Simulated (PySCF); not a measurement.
# Ionisation energy of Ni by level of theory

Ni [Ar] 3d8 4s2 (3F) → Ni⁺ [Ar] 3d9 (2D), as a difference of total energies. Calculation: PySCF 2.14, in x2c-TZVPall; the spin-free X2C one-electron Hamiltonian (Gaussian nucleus). Correlated levels: valence: [Ar] frozen. The calculations carry no spin-orbit coupling.

```json
{"method": "UHF", "ionisation energy (eV)": "8.209", "difference from reference (eV)": "+0.569"}
{"method": "M06-2X", "ionisation energy (eV)": "7.793", "difference from reference (eV)": "+0.153"}
{"method": "TPSS", "ionisation energy (eV)": "7.683", "difference from reference (eV)": "+0.043"}
{"method": "MP2 (valence)", "ionisation energy (eV)": "6.991", "difference from reference (eV)": "-0.649"}
{"method": "SCS-MP2 (valence)", "ionisation energy (eV)": "7.220", "difference from reference (eV)": "-0.420"}
```

Reference: 7.640 eV (measured; NIST Atomic Spectra Database, ionization energies).

The reference lies between the lowest fine-structure levels, while these numbers refer to the centres of the terms.

Errors of the correlated levels include the incompleteness of this basis and the frozen core.

MP2 underrates the near-degeneracy of ns² with np² in the lower species.
